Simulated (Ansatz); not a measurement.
A run of Ansatz (development build ahead of 0.2.0) on quartet TiH at this shape:

```
atom   x (Å)   y (Å)   z (Å)
  Ti  0.0000  0.0000  0.0000
   H  0.0000  0.0000  2.6655
```

Its results:

| Quantity | Value |
| --- | --- |
| Converged | yes |
| Total energy | -849.68357 hartree |
| Spin squared of the determinant | 3.858 |
| Stability test | minimum |

(1) Which input gives this output? Name the method, the orbitals and the basis set, and write the input.

## Answers

(1) PBE (unrestricted) in pcseg-2.

```yaml
crystal:
  periodic: [false, false, false]
  atoms:
    - { symbol: Ti, position_ang: [0.0, 0.0, 0.0] }
    - { symbol: H, position_ang: [0.0, 0.0, 2.6655] }
basis:
  gaussian: { orbitals: pcseg-2 }
magnetization:
  spin_polarized: true
  initial_magnetization: 3
hamiltonian:
  xc: pbe
```

Caution: the unrestricted determinant is spin contaminated.
